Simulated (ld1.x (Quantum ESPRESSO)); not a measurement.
Results of a calculation; reference values are marked as such.
Pseudopotentials across the periodic table

Generated with ld1.x 7.5 (TM, RRKJ, ultrasoft, PAW), atompaw 4.2 or ONCVPSP 4.0.1. The cutoff is in Ry: for ld1.x and atompaw files where the sum of valence levels is converged to 10 mRy in a Bessel basis, for ONCV files where the hardest occupied wave has 1 mHa per electron of residual kinetic energy. The error is the largest all-electron minus pseudo excitation energy over each file’s own four to seven test configurations (ionisations up to +4, promotions, holes and added fractions of an electron), all of which were solved. The labels leave out finer settings (local radius, basis sizes, second energies), which also bear on the numbers. Spin-polarised tests are not counted. The rows are a selection from randomly drawn settings: files with unsolved tests, undetermined cutoffs or missed reference levels are left out.

A true bound ghost makes a file unfit for plane-wave use even where its test errors are small: the radial tests pick states by their node count and pass the ghost by.

| element | potential | cutoff (Ry) | largest error (meV) | bound ghosts |
| --- | --- | --- | --- | --- |
| C | TM, Wu–Cohen, non-relativistic, rc 1.05/1.95/1.45 (spd), local s, core correction no, reference 2s2 2p1 | 40 | +322 | none |
| F | TM semilocal, BLYP, scalar-relativistic, rc 0.60/1.05 (sp), local s, core correction no, reference 2s2 2p5 | 180 | +742 | none |
| Ne | TM, revPBE, scalar-relativistic, rc 0.50/1.35 (sp), local p, core correction no, reference 2s2 2p4.5 | 300 | +1301 | none |
| Cu | TM, revPBE, scalar-relativistic, rc 1.75/0.80/1.00 (spd), local smoothed, core correction yes, reference 3p6 3d8 4s0 4p0 | 230 | +124 | s |
| Cu | RRKJ, LDA (PZ), scalar-relativistic, rc 0.75/1.20/1.55 (spd), local s, core correction no, reference 3s2 3p6 3d9 4s0 4p0 | 260 | -310 | none |
| Ge | TM, PBE, scalar-relativistic, rc 1.65/1.95/1.90 (spd), local smoothed, core correction yes, reference 4s1 4p3 | 15 | -35 | s |
| Se | RRKJ, BLYP, fully relativistic, rc 1.30/1.85/1.60 (spd), local d, core correction yes, reference 4s2 4p4 | 35 | -47 | s, p3/2, p1/2 |
| Cs | TM, PBE, scalar-relativistic, rc 3.55/3.00/4.20 (spd), local s, core correction yes, reference 5p6 5d0.5 6s0.5 6p0 | 8 | -112 | none |
| Au | RRKJ, revPBE, scalar-relativistic, rc 2.50/3.25/2.25 (spd), local s, core correction no, reference 5d10 6s1 6p0 | 35 | -575 | none |

(1) Fill in the row for Bi: TM, LDA (PZ), scalar-relativistic, rc 1.75/1.85 (sp), local smoothed, core correction yes, reference 6s2 6p2.

Answers

(1) cutoff 35 Ry, largest error -719 meV, bound ghosts: s, d.
